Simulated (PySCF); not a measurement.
C8H10OSi.
SMILES with atom numbers: `[CH2:1]=[C:2]1[C:3](=[CH2:4])[C:5]([CH2:6][SiH3:7])=[C:8]1[CH:9]=[O:10]`

Geometry (GFN2-xTB, Å), atoms numbered from 1 in this order:
```xyz
20
C8H10OSi angstrom
C     -3.0080    0.3836   -0.2972
C     -1.7402    0.1438   -0.0132
C     -0.8289   -1.0336   -0.1286
C     -0.9271   -2.2804   -0.5639
C      0.2436   -0.2030    0.4470
C      1.6456   -0.4339    0.7300
Si     2.6743    0.1047   -0.8126
C     -0.5928    0.8944    0.5422
C     -0.3846    2.2299    1.0165
O      0.6838    2.6708    1.3936
H     -3.4561    1.3463   -0.1195
H     -3.6425   -0.3783   -0.7165
H     -1.8518   -2.6684   -0.9556
H     -0.0865   -2.9542   -0.5400
H      1.8403   -1.4834    0.9468
H      1.9684    0.1843    1.5667
H      2.2152   -0.6954   -1.9515
H      2.4644    1.5248   -1.0585
H      4.0709   -0.2061   -0.5077
H     -1.2930    2.8646    1.0191
```

Probes without a nucleus sit at each ring's centroid and 1 Å off its mean plane on both sides; NICS is minus the shielding there, NICSzz its component along the normal. Level: GIAO PBE0/pcSseg-1 (PySCF, non-relativistic, gas phase) on the GFN2-xTB geometry, one conformer.

Ring bond lengths (Å), with Mayer bond orders in brackets: C2–C3 1.493 (0.98), C3–C5 1.474 (1.05), C5–C8 1.383 (1.49), C8–C2 1.479 (0.99).

Problem. What do the NICS probes read (ppm)?

Solution. 
```
       ring                                                    type  NICS(0)  NICS(1), two faces  NICS(1)zz, two faces  rms pucker (Å)  centre to ring atoms, mean (Å)
C2–C3–C5–C8  4-membered carbocycle; formal bonds 1 double, 3 single      2.9         -3.3 / -3.1             2.4 / 2.2            0.00                            1.03
```

Problem. What can be read from them?

Solution. 
- C2–C3–C5–C8: mean NICS(1)zz 2.3 ppm, near zero. NICS(0) lies 6 ppm above the mean NICS(1).

Problem. What does the geometric index give? HOMA = 1 − mean of α(R − Ropt)² over the ring bonds, with Krygowski's 1993 parameters (CC: Ropt 1.388 Å, α 257.7 Å⁻²).

Solution. 
- C2–C3–C5–C8: HOMA -0.73 = 1 − EN − GEO, with mean bond length 1.457 Å, EN = α(Ropt − mean)² = 1.239 and GEO = α × variance = 0.487.

Problem. List the ring angles and the Hirshfeld charges of the ring atoms.

Solution. 
- C2–C3–C5–C8: C2 87.5° (-0.013 e), C3 88.3° (-0.004 e), C5 91.9° (+0.049 e), C8 92.3° (-0.024 e); sum 360.0° against 360° for a flat convex ring.

Problem. How shielded are the nuclei of the rings and their hydrogens (means over atoms taken as equivalent)?

Solution. 
```json
{"atoms": "C2", "environment": "fully substituted alkene carbon", "σ isotropic (ppm)": "36.1"}
{"atoms": "C3", "environment": "fully substituted alkene carbon", "σ isotropic (ppm)": "30.1"}
{"atoms": "C5", "environment": "fully substituted alkene carbon", "σ isotropic (ppm)": "7.3"}
{"atoms": "C8", "environment": "fully substituted alkene carbon", "σ isotropic (ppm)": "39.9"}
```

Time: 1.9 min wall (grids of density and orbitals included); peak memory 1.0 GiB. Hardware: an Arm Neoverse N1 with one thread, shared host. This is the whole shielding run at PBE0/pcSseg-1, SCF included.
